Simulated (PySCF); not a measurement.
PySCF input for Zr(Cl)2(SH)2 (Cl2H2S2Zr), SMILES [SH][Zr]([SH])([Cl])[Cl], multiplicity 1, TDA-PBE/def2-SVPD. Coordinates come from a PBE0-D3(BJ)/def2-SVP optimisation. The multiplicity is an assumed one; no other spin state was optimised. The structure was generated by enumeration; whether it is a known compound was not checked. The def2 effective core potentials stand for the cores of Zr; spin–orbit coupling is left out. The values are those of a single conformer.

```python
import numpy as np
from pyscf import gto, scf, dft, tdscf

mol = gto.M(
    atom='''
    Zr    0.05729139   -0.00968527    0.01891037
    Cl    1.39260546    0.96274669   -1.63394224
    Cl    1.13672232   -0.16148724    2.08126087
    S    -0.74620503   -2.17232448   -0.67700658
    H    -0.77083453   -1.73799324   -1.96277657
    S    -1.95864370    1.30291517    0.24290612
    H    -1.24181380    2.41454218    0.54755194
    ''',
    basis='def2-SVPD',
    ecp={'Zr': 'def2-svp'},
    charge=0,
    spin=0,
    max_memory=1600,
    verbose=4,
)
mf = dft.RKS(mol, xc='pbe').density_fit(auxbasis='def2-universal-jkfit')
mf.grids.level = 3
mf.conv_tol = 1e-9
mf.max_cycle = 100
mf.kernel()
mf.grids = dft.Grids(mol).set(level=1).build(with_non0tab=True)  # coarser grid for the response kernel
td = tdscf.TDA(mf)
td.singlet = True
td.nstates = 10
td.conv_tol = 1e-4
td.positive_eig_threshold = 1e-6
td.kernel(x0=td.get_init_guess(mf, 15))
td.analyze()
tt = tdscf.TDA(mf)
tt.singlet = False
tt.nstates = 4
tt.conv_tol = 1e-4
tt.positive_eig_threshold = 1e-6
tt.kernel(x0=tt.get_init_guess(mf, 9))
tt.analyze(verbose=3)
```

Output:

```
PySCF version 2.14.0

[INPUT] verbose = 4
[INPUT] num. atoms = 7
[INPUT] num. electrons = 80
[INPUT] charge = 0
[INPUT] spin (= nelec alpha-beta = 2S) = 0
[INPUT] symmetry False subgroup None
[INPUT] Mole.unit = angstrom
[INPUT] Symbol           X                Y                Z      unit          X                Y                Z       unit  Magmom
[INPUT]  1 Zr     0.057291390000  -0.009685270000   0.018910370000 AA    0.108265036396  -0.018302507742   0.035735420214 Bohr   0.0
[INPUT]  2 Cl     1.392605460000   0.962746690000  -1.633942240000 AA    2.631642918974   1.819327571432  -3.087703336958 Bohr   0.0
[INPUT]  3 Cl     1.136722320000  -0.161487240000   2.081260870000 AA    2.148093864480  -0.305166656212   3.933013038074 Bohr   0.0
[INPUT]  4 S     -0.746205030000  -2.172324480000  -0.677006580000 AA   -1.410123139473  -4.105098320888  -1.279357020728 Bohr   0.0
[INPUT]  5 H     -0.770834530000  -1.737993240000  -1.962776570000 AA   -1.456666149058  -3.284331229945  -3.709110161013 Bohr   0.0
[INPUT]  6 S     -1.958643700000   1.302915170000   0.242906120000 AA   -3.701300168605   2.462152834841   0.459026040781 Bohr   0.0
[INPUT]  7 H     -1.241813800000   2.414542180000   0.547551940000 AA   -2.346687979705   4.562823436410   1.034723205574 Bohr   0.0

nuclear repulsion = 430.106807957459
number of shells = 64
number of NR pGTOs = 260
number of NR cGTOs = 158
basis = def2-SVPD
ecp = {'Zr': 'def2-svp'}


[settings echo left out]
init E= -1758.18062992362
  HOMO = -0.470253170895825  LUMO = -0.428958375678879  gap/eV = 1.12369
cycle= 1 E= -1760.62960625264  delta_E= -2.45  |g|= 3.62  |ddm|= 5.46
  HOMO = -0.0298760750925941  LUMO = 0.00906538210850284  gap/eV = 1.05965
cycle= 2 E= -1737.13107637134  delta_E= 23.5  |g|= 5.94  |ddm|= 13.1
  HOMO = -0.345285565199975  LUMO = -0.284242501127889  gap/eV = 1.66107
cycle= 3 E= -1762.71499598432  delta_E= -25.6  |g|= 2.18  |ddm|= 12.7
  HOMO = -0.229404582022044  LUMO = -0.222335615593569  gap/eV = 0.19236
cycle= 4 E= -1756.26090694806  delta_E= 6.45  |g|= 4.86  |ddm|= 5.06
  HOMO = -0.239083576277821  LUMO = -0.19351737484924  gap/eV = 1.23992
cycle= 5 E= -1763.44010898088  delta_E= -7.18  |g|= 1.46  |ddm|= 4.43
  HOMO = -0.232970886667957  LUMO = -0.1572251479566  gap/eV = 2.06115
cycle= 6 E= -1763.4722751489  delta_E= -0.0322  |g|= 1.41  |ddm|= 2.49
  HOMO = -0.249480115664428  LUMO = -0.147262606991251  gap/eV = 2.78148
cycle= 7 E= -1764.05167743677  delta_E= -0.579  |g|= 0.261  |ddm|= 1.65
  HOMO = -0.26821404908912  LUMO = -0.13324260827895  gap/eV = 3.67276
cycle= 8 E= -1764.05393060201  delta_E= -0.00225  |g|= 0.255  |ddm|= 0.597
  HOMO = -0.252953137400604  LUMO = -0.129474805395851  gap/eV = 3.36002
cycle= 9 E= -1764.07452471738  delta_E= -0.0206  |g|= 0.0596  |ddm|= 0.382
  HOMO = -0.258019482628539  LUMO = -0.128827835132388  gap/eV = 3.51548
cycle= 10 E= -1764.07566015438  delta_E= -0.00114  |g|= 0.0172  |ddm|= 0.0954
  HOMO = -0.256780845734366  LUMO = -0.127438893621159  gap/eV = 3.51957
cycle= 11 E= -1764.0757525655  delta_E= -9.24e-05  |g|= 0.00604  |ddm|= 0.031
  HOMO = -0.256727814002573  LUMO = -0.127664803530929  gap/eV = 3.51198
cycle= 12 E= -1764.07576393146  delta_E= -1.14e-05  |g|= 0.00151  |ddm|= 0.00789
  HOMO = -0.256787736685162  LUMO = -0.127749846276919  gap/eV = 3.51130
cycle= 13 E= -1764.07576457851  delta_E= -6.47e-07  |g|= 0.000308  |ddm|= 0.00213
  HOMO = -0.256798641721356  LUMO = -0.127765170000247  gap/eV = 3.51118
cycle= 14 E= -1764.07576461338  delta_E= -3.49e-08  |g|= 8.49e-05  |ddm|= 0.000544
  HOMO = -0.256792280749544  LUMO = -0.127759574030496  gap/eV = 3.51116
cycle= 15 E= -1764.07576461569  delta_E= -2.31e-09  |g|= 1.52e-05  |ddm|= 0.000125
  HOMO = -0.256793379792956  LUMO = -0.127759837530396  gap/eV = 3.51118
cycle= 16 E= -1764.07576461576  delta_E= -7e-11  |g|= 5.83e-06  |ddm|= 2.76e-05
  HOMO = -0.256792768510277  LUMO = -0.12775918594969  gap/eV = 3.51118
Extra cycle  E= -1764.07576461573  delta_E= 2.27e-11  |g|= 1.05e-05  |ddm|= 2.05e-05
converged SCF energy = -1764.07576461573
tot grids = 38416
Overwritten attributes  positive_eig_threshold  of <class 'pyscf.tdscf.rks.TDA'>


******** <class 'pyscf.tdscf.rks.TDA'> for <class 'pyscf.df.df_jk.DFRKS'> ********
nstates = 10 singlet
deg_eia_thresh = 1.000e-03
wfnsym = None
conv_tol = 0.0001
eigh lindep = 1e-12
eigh level_shift = 0
eigh max_cycle = 100


Excitation energies (eV)
[3.59047231 3.74640677 3.88187551 4.34568498 4.4458125  4.55404182
 4.63822028 4.76005533 4.79147982 4.80422182]

** Singlet excitation energies and oscillator strengths **
Excited State   1:      3.59047 eV    345.31 nm  f=0.0044
      40 -> 41        0.62201
      40 -> 42       -0.32278
Excited State   2:      3.74641 eV    330.94 nm  f=0.0127
      40 -> 41       -0.29394
      40 -> 42       -0.60565
      40 -> 44       -0.14636
Excited State   3:      3.88188 eV    319.39 nm  f=0.0034
      39 -> 41       -0.60184
      39 -> 42       -0.35542
Excited State   4:      4.34568 eV    285.30 nm  f=0.0382
      38 -> 41       -0.16031
      39 -> 41        0.29755
      39 -> 42       -0.52523
      39 -> 43       -0.14273
      39 -> 45       -0.18311
Excited State   5:      4.44581 eV    278.88 nm  f=0.0014
      38 -> 41        0.11386
      40 -> 43       -0.63021
      40 -> 44       -0.24376
Excited State   6:      4.55404 eV    272.25 nm  f=0.0042
      38 -> 41       -0.65193
      39 -> 44        0.12429
      40 -> 43       -0.14521
Excited State   7:      4.63822 eV    267.31 nm  f=0.0009
      37 -> 41        0.12509
      38 -> 42        0.67109
Excited State   8:      4.76006 eV    260.47 nm  f=0.0013
      37 -> 41       -0.34829
      39 -> 43        0.49642
      39 -> 44       -0.14128
      40 -> 44        0.17203
      40 -> 45        0.24940
Excited State   9:      4.79148 eV    258.76 nm  f=0.0015
      37 -> 41       -0.27052
      37 -> 42       -0.16795
      39 -> 43       -0.39511
      40 -> 45        0.46240
Excited State  10:      4.80422 eV    258.07 nm  f=0.0035
      37 -> 41       -0.43639
      37 -> 42       -0.13197
      39 -> 44       -0.19671
      40 -> 44       -0.12662
      40 -> 45       -0.43643

** Transition electric dipole moments (AU) **
state          X           Y           Z        Dip. S.      Osc.
  1         0.1640      0.0361     -0.1458      0.0495      0.0044
  2        -0.3351      0.1383     -0.0804      0.1379      0.0127
  3        -0.1093      0.0538      0.1448      0.0358      0.0034
  4        -0.0153     -0.5824     -0.1407      0.3592      0.0382
  5        -0.0668     -0.0582     -0.0691      0.0126      0.0014
  6        -0.0019      0.1765      0.0782      0.0373      0.0042
  7        -0.0212      0.0840      0.0234      0.0081      0.0009
  8        -0.0036     -0.0986     -0.0383      0.0112      0.0013
  9        -0.0332     -0.0051      0.1084      0.0129      0.0015
 10         0.0312     -0.0667     -0.1562      0.0298      0.0035

WARN: ECP detected. Skipping calculation of transition velocity and magnetic dipole moments, which have not yet been implemented.



******** <class 'pyscf.tdscf.rks.TDA'> for <class 'pyscf.df.df_jk.DFRKS'> ********
nstates = 4 triplet
deg_eia_thresh = 1.000e-03
wfnsym = None
conv_tol = 0.0001
eigh lindep = 1e-12
eigh level_shift = 0
eigh max_cycle = 100


Excitation energies (eV)
[3.38701516 3.50643024 3.56895978 3.76094721]

** Triplet excitation energies and oscillator strengths **
Excited State   1:      3.38702 eV    366.06 nm  f=0.0000
Excited State   2:      3.50643 eV    353.59 nm  f=0.0000
Excited State   3:      3.56896 eV    347.40 nm  f=0.0000
Excited State   4:      3.76095 eV    329.66 nm  f=0.0000
```

The run converged.
